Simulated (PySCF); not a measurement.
Coordinates in bohr (charge 1 multiplicity 5):
```
Ru    0.1311    0.0000    0.0000
F     3.5526    0.0000   -0.0001
F    -2.1346    2.4730    0.0000
F    -2.1346   -2.4730    0.0000
```

Method: UPBE0 in PySCF with Ru def2-TZVP with ECP28, F def2-TZVP; scalar-relativistic core potentials, no spin–orbit coupling; density-fitted integrals.

This geometry of RuF₃⁺ is a stationary point at this level.

(1) What is the point group?

(2) Is it a minimum?

(3) Which band is strongest in the infrared?

(4) What are the dipole moment and the gap between the highest occupied and lowest empty levels of either spin?

Answers

(1) C2v.

(2) No: it has 1 imaginary mode, at 180i cm⁻¹ (b2).

(3) 812 cm⁻¹ (a1), 117 km/mol.

(4) 0.48 D about the centre of mass and 3.33 eV.

Only a few start shapes were tried, so a lower isomer may exist. With open d or f shells other occupations or spin states may lie lower. At this level a quintet minimum of C2v symmetry lies 20 kJ/mol below this structure.
